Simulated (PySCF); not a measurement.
Calculation: PBE-D3(BJ)/def2-TZVP // TPSS-D3(BJ)/def2-SVP run with PySCF. Isolated molecules, 0 K electronic values unless said otherwise. One relaxed conformer stands for a flexible species; it need not be the lowest. 

Reference species: [Cd(Cl)2] (neutral, multiplicity 1).

```
Property                                                        Value
------------------------------------------------------------  -------
mean distance from the central atom to its bonded neighbours  2.289 Å
HOMO–LUMO gap                                                 4.29 eV
coordination number                                                 2
```

Changed species: [Cd(OH)2] (2 of 2 Cl replaced by OH; the reference has 0 of 2 Cl replaced by OH).

### Question
Predict the effect on the mean distance from the central atom to its bonded neighbours, HOMO–LUMO gap and coordination number.

### Answer
the mean distance from the central atom to its bonded neighbours decreases by 0.313 Å, to 1.976 Å; the HOMO–LUMO gap decreases by 0.52 eV, to 3.77 eV; the coordination number hardly moves.
